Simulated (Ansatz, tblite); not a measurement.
Cost and result up the ladder for the cluster Nb₂S₂⁺ (the lowest doublet isomer of a short search) (4 atoms). Total charge 1; doublet. Geometry: PBE-D4/def2-SVP.

Cartesian coordinates in Å:
```
Nb -0.750 1.019 -0.103
Nb -0.325 -1.219 0.148
S 0.504 -0.102 -1.748
S 0.571 0.301 1.704
```

Ansatz on 4 threads of Intel Xeon 6975P-C on a shared host; xTB runs through tblite on one thread. Times are rough, summed over both states, and most runs start from the orbitals of an earlier one. ωB97X-V/def2-TZVP serves as the yardstick here, not as an exact answer. The other state is a quartet at its own geometry.

In the def2 sets Nb takes a core potential; there is no spin–orbit coupling. The xTB rows come from tblite. B3LYP takes the VWN-RPA correlation. Correlated methods freeze 10 core orbitals; core or outer-core shells of Nb are correlated, in sets that lack core-valence functions. The structure comes from a short search, and lower isomers may exist.

Run but left out: HF/def2-SVP, HF/def2-TZVP, MP2/def2-SVP, MP2/def2-TZVP, CCSD/def2-SVP, CCSD(T)/def2-SVP (doublet: ⟨S²⟩ 1.97 to 1.99, where a pure state has 0.75).

Correlated methods converge slowly with the basis.

xTB has no spin-polarisation term.

```csv
level,functions,quartet − doublet (eV),difference from ωB97X-V/def2-TZVP (eV),remarks
GFN2-xTB,36,-0.99,-1.65,–
B97M-V/def2-TZVP,154,0.61,-0.05,–
ωB97X-V/def2-TZVP,154,0.66,0.00,–
GFN1-xTB,36,-0.50,-1.17,–
BHLYP-D4/def2-TZVP,154,0.42,-0.24,spin-contaminated (⟨S²⟩ 0.97) (doublet)
r2SCAN-D4/def2-TZVP (with forces),154,0.56,-0.10,–
PBE-D4/def2-TZVP,154,0.72,0.05,–
RPA@PBE/def2-TZVP,154,0.79,0.13,–
B3LYP-D4/def2-TZVP,154,0.70,0.04,–
PBE0-D4/def2-TZVP,154,0.58,-0.08,–
```

Q: Estimate how long each takes.

A: GFN1-xTB 0.011 s; GFN2-xTB 0.028 s; PBE-D4/def2-TZVP 4.8 s; RPA@PBE/def2-TZVP 7.3 s; B3LYP-D4/def2-TZVP 14 s; PBE0-D4/def2-TZVP 15 s; r2SCAN-D4/def2-TZVP (with forces) 16 s; B97M-V/def2-TZVP 17 s; BHLYP-D4/def2-TZVP 22 s; ωB97X-V/def2-TZVP 52 s. On shared hardware such times vary by a factor of up to 3.
